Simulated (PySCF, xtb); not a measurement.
SiF₂, SMILES F[Si]F (connectivity only; charge and spin as stated), neutral, multiplicity 1. Atoms are numbered in the order given.

```xyz
3

Si     0.0000     0.0000     0.5766
F      0.0000     1.2330    -0.4485
F      0.0000    -1.2330    -0.4485
```
Charge 0, spin multiplicity 1.

Coordinates come from a r2SCAN-D4/def2-TZVP optimisation. The isomer is the one that the SMILES or the coordinates give; other isomers of the formula were not compared.

These are C-PCM-ωB97X/def2-SVP in PySCF values and carry that method's errors.

The values are the electrostatic part of the solvation free energy, E(continuum) − E(gas) at the gas-phase geometry, in a cavity of scaled van der Waals radii (PySCF's table); cavitation and dispersion terms are not included. In vacuum the orbital gap is 10.82 eV. The dipole moment in vacuum is 1.00 D.

Computed values in water (ε = 78.36), acetonitrile (ε = 35.69), chloroform (ε = 4.71):
```tsv
solvent	ε	ΔG(elec) (kcal/mol)	dipole (D)	gap (eV)
water	78.36	-2.2	1.15	10.92
acetonitrile	35.69	-2.1	1.15	10.92
chloroform	4.71	-1.7	1.12	10.90
```

For comparison, GFN2-xTB/ALPB(water) (xtb, at the GFN2-xTB geometry, all terms of that model) gives 1.4 kcal/mol.
